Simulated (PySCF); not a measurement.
# The third ionisation energy along the halogens

Calculated with PySCF 2.14 from differences of total energies of unrestricted determinants, without spin-orbit coupling. Values in eV. The last column holds reference values (NIST; (s) semi-empirical, (t) theoretical, else measured). Unmarked ones compare directly (S terms, centres of terms, or small fine structure); those marked * lie between the lowest fine-structure levels and include a spin-orbit shift.

```csv
element,configurations,UHF,MP2 (valence),SCS-MP2 (valence),CCSD (valence),CCSD(T) (valence),reference
"F (x2c-TZVPall, spin-free X2C)",[He] 2s2 2p3 → [He] 2s2 2p2,62.248,62.816,62.563,62.597,62.598,62.708 (s) *
"Cl (x2c-TZVPall, spin-free X2C)",[Ne] 3s2 3p3 → [Ne] 3s2 3p2,38.943,39.572,39.378,39.507,39.541,39.8 ± 0.11 (s) *
"Br (x2c-TZVPall, spin-free X2C)",[Ar] 3d10 4s2 4p3 → [Ar] 3d10 4s2 4p2,34.651,35.173,35.018,35.137,35.163,34.871 ± 0.019 *
```

"Valence" correlates the outer s and p shells and, in groups 3 to 12 and the f block, the outer d or f shell, open or full, or the next shell where the ion has no valence electron left; the wider scheme adds the next inner shell.
